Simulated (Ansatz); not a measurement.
Total energies of (AgSH)2 ring (Ag2H2S2) from Ansatz at PBE-D4/def2-TZVP, gas phase (1 Eh = 27.2114 eV = 2625.5 kJ/mol). The reference geometry is relaxed at PBE-D4/def2-SVP.

```csv
state,geometry,energy (Eh)
charge 0 singlet,reference,-1091.38228
charge 1 doublet,reference,-1091.09036
charge 1 doublet,relaxed at PBE-D4/def2-SVP,-1091.09954
free Ag atom (doublet),–,-146.98341
free S atom (triplet),–,-397.93833
free H atom (doublet),–,-0.49962
```

In the def2 sets Ag takes a core potential; there is no spin–orbit coupling.

Task: Work out the vertical ionisation energy to the doublet.

Result: E(charge 1 doublet) − E(charge 0 singlet) = -1091.09036 − (-1091.38228) = 0.29192 Eh = 7.94 eV. For comparison, −ε of the highest occupied level is 5.30 eV at this level, 2.64 eV less.

Task: How much does the charge 1 doublet relax, and what is the adiabatic ionisation energy?

Result: Relaxation: -1091.09036 − (-1091.09954) = 0.00918 Eh = 0.25 eV. Adiabatic ionisation energy: 0.28274 Eh = 7.69 eV, without zero-point energy. 

Task: What is the binding energy per atom against free atoms?

Result: Atoms: 2 × (-146.98341) + 2 × (-397.93833) + 2 × (-0.49962) = -1090.84272 Eh. Binding: -1090.84272 − (-1091.38228) = 0.53956 Eh = 14.68 eV, or 2.45 eV for each of 6 atoms (no zero-point energy, no counterpoise term).
